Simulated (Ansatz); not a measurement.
Calculated with Ansatz (gas phase, PBE0-D4/def2-TZVP geometries, no zero-point term in ΔE). CBS: MP2 limit from def2 TZ/QZ plus the TZ coupled-cluster correction, frozen cores. Functionals use def2-TZVPP. B3LYP here is the variant with VWN-RPA as its local correlation; programs differ in this. HSE06 is defined as in plane-wave codes. Elements past krypton have def2 core potentials. For Te outer-core shells are correlated without core-valence functions, which leaves a few kJ/mol of doubt a bond. Each species was taken in one conformer, which may not be the lowest.

Consider the ligand exchange at the Si–O bond: `[AlH2][NH][SiH2]O[SiH3]` + `OB(O)[TeH]` → `OB(O)[Te][SiH3]` + `O[SiH2][NH][AlH2]`.

```
             level  ΔE (kJ/mol)  difference from CCSD(T)/CBS
       LDA (SPW92)         20.7                        -16.6
            PBE-D4         21.2                        -16.1
         revPBE-D4         23.4                        -13.9
           BLYP-D4         40.2                          2.9
         r2SCAN-D4         36.1                         -1.2
            B97M-V         43.7                          6.4
          B3LYP-D4         42.8                          5.5
        r2SCAN0-D4         36.3                         -1.0
          HSE06-D4         25.7                        -11.6
          BHLYP-D4         48.5                         11.2
           ωB97X-V         40.2                          2.9
           ωB97M-V         39.5                          2.2
            B2PLYP         43.7                          6.4
          PBE-QIDH         32.6                         -4.7
               PBE         22.3                        -15.0
            revPBE         24.1                        -13.2
              BLYP         42.5                          5.2
            r2SCAN         36.0                         -1.3
             B3LYP         44.8                          7.5
           r2SCANh         36.1                         -1.2
           r2SCAN0         36.3                         -1.0
             HSE06         26.5                        -10.8
             BHLYP         51.8                         14.5
         CAM-B3LYP         50.4                         13.1
           LC-ωPBE         36.3                         -1.0
RPA@PBE/def2-TZVPP         47.0                          9.7
       HF/def2-SVP         53.8                         16.5
      MP2/def2-SVP         33.9                         -3.4
     CCSD/def2-SVP         39.0                          1.7
  CCSD(T)/def2-SVP         36.4                         -0.9
     HF/def2-TZVPP         65.4                         28.1
    MP2/def2-TZVPP         36.4                         -0.9
SCS-MP2/def2-TZVPP         45.7                          8.4
   CCSD/def2-TZVPP         46.2                          8.9
CCSD(T)/def2-TZVPP         41.8                          4.5
     HF/def2-QZVPP         67.9                         30.6
    MP2/def2-QZVPP         34.7                         -2.6
SCS-MP2/def2-QZVPP         44.1                          6.8
      HF/CBS(def2)         68.3                         31.0
     MP2/CBS(def2)         31.9                         -5.4
       CCSD(T)/CBS         37.3                            0
```

Largest T1 diagnostic among the species: 0.012.

In def2-TZVPP, CCSD(T) changes the Hartree–Fock value by −23.6 kJ/mol (the triples alone add −4.5 kJ/mol) and MP2 by −28.9 kJ/mol. From BLYP to BHLYP (50 % exact exchange), in def2-TZVPP and without D4, ΔE moves by +9.3 kJ/mol. Leaving LDA and LC-ωPBE aside and taking each functional with its dispersion term where it has one, the values, not all of them listed here, spread over 28.3 kJ/mol, from PBE-D4 to CAM-B3LYP-D4.
